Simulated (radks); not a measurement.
The lead ion Pb3+, 79 electrons, occupied as [Xe] 4f14 5d10 6s1.

All-electron calculation, scalar-relativistic Kohn-Sham, Slater X-alpha with alpha = 0.667, spin-polarised, spherical densities, finite nucleus; open shells are filled with parallel spins first (spin-orbit coupling, left out, can overturn this in heavy ions); Fermi nuclear charge, rms radius 5.5012 fm. Program: a radial shooting solver on a logarithmic mesh with Libxc functionals.

Energy parts (hartree):
total: -20854.6249
kinetic: 23554.8307
electron-nucleus: -51994.1975
Hartree: 7950.7331
exchange: -365.9912

Orbitals (lengths in bohr, moments of r in powers of bohr; <r^-3> diverges for s and p1/2; r(max) is where P^2 peaks; r(90%) holds 90 % of the orbital's charge):
\begin{tabular}{lrrrrrr}
orbital & occ. & eigenvalue (hartree) & r(max) & <1/r> & r(90%) & <r^-3> \\ \hline
1s up & 1 & -3235.090 & 0.009856 & 101.2 & 0.0294 & - \\
1s down & 1 & -3235.089 & 0.009856 & 101.2 & 0.0294 & - \\
2s up & 1 & -579.5385 & 0.05721 & 23.77 & 0.105 & - \\
2s down & 1 & -579.5381 & 0.05721 & 23.77 & 0.105 & - \\
2p up & 3 & -497.6836 & 0.04762 & 20.90 & 0.100 & 29530 \\
2p down & 3 & -497.6831 & 0.04762 & 20.90 & 0.100 & 29530 \\
3s up & 1 & -139.8575 & 0.1613 & 8.809 & 0.256 & - \\
3s down & 1 & -139.8569 & 0.1613 & 8.809 & 0.256 & - \\
3p up & 3 & -116.3742 & 0.1614 & 7.975 & 0.264 & 6848 \\
3p down & 3 & -116.3736 & 0.1614 & 7.975 & 0.264 & 6848 \\
3d up & 5 & -92.31433 & 0.1314 & 7.487 & 0.248 & 832.3 \\
3d down & 5 & -92.31380 & 0.1314 & 7.487 & 0.248 & 832.3 \\
4s up & 1 & -32.39782 & 0.3625 & 3.797 & 0.551 & - \\
4s down & 1 & -32.39683 & 0.3625 & 3.797 & 0.551 & - \\
4p up & 3 & -24.69587 & 0.3825 & 3.413 & 0.594 & 1686 \\
4p down & 3 & -24.69474 & 0.3825 & 3.413 & 0.594 & 1686 \\
4d up & 5 & -15.75945 & 0.3885 & 3.069 & 0.642 & 181.1 \\
4d down & 5 & -15.75818 & 0.3885 & 3.069 & 0.642 & 181.2 \\
4f up & 7 & -5.88590 & 0.3493 & 2.675 & 0.721 & 36.71 \\
4f down & 7 & -5.88453 & 0.3493 & 2.675 & 0.721 & 36.72 \\
5s up & 1 & -6.29560 & 0.7882 & 1.601 & 1.22 & - \\
5s down & 1 & -6.29300 & 0.7882 & 1.601 & 1.21 & - \\
5p up & 3 & -4.15285 & 0.8810 & 1.368 & 1.41 & 316.0 \\
5p down & 3 & -4.14809 & 0.8809 & 1.370 & 1.41 & 316.8 \\
5d up & 5 & -1.77107 & 1.072 & 1.018 & 1.94 & 21.65 \\
5d down & 5 & -1.75480 & 1.069 & 1.026 & 1.92 & 22.04 \\
6s up & 1 & -1.36677 & 1.891 & 0.6069 & 3.00 & - \\
6s down & 0 & -1.31752 & 1.876 & 0.6118 & 3.00 & - \\
\end{tabular}

The highest occupied level is 6s up at -37.192 eV. For comparison, the ionisation energy in NIST's Atomic Spectra Database is 42.333 eV (measured). In exact Kohn-Sham theory the highest level is minus the ionisation energy, but local and semilocal functionals leave it too shallow, through self-interaction and a potential that decays too fast; potentials with the right tail come closer. Summed over all electrons, <r^2> = 39.67 bohr^2, which gives a Langevin (diamagnetic) susceptibility term of -31.4 x 10^-6 cm^3/mol. The density falls to 0.001 e/bohr^3 at r = 3.39 bohr. The electron density at the nucleus is 2.943e+06 e/bohr^3 (large components only). The spin density at the nucleus is 324.2 e/bohr^3 (1s 1.0, 2s 0.3, 3s 0.1, 4s -0.2, 5s -1.1, 6s 324.1).
